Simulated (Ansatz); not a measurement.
Mg2Se2⁻. Total charge -1; doublet. Geometry relaxed at r2SCAN-D4/def2-SVPD.

Cartesian coordinates in Å:
```
Mg 1.411 0.167 0.279
Mg -1.411 -0.167 -0.279
Se 0.333 0.453 -1.957
Se -0.333 -0.453 1.957
```

The relaxation made no stability test and no search for a lower SCF solution. The structure comes from a short search, and lower isomers may exist.

(1) Estimate the harmonic wavenumbers at UKS r2SCAN-D4/def2-SVPD (Ansatz, unscaled). Is this a minimum?

Answers

(1) 116, 160, 170, 292, 337, 351 cm⁻¹. Yes, no mode is imaginary beyond noise. Zero-point energy 8.5 kJ/mol. Hardware: 4 threads of Arm Neoverse V1 on a shared host. Wall time 90 s.
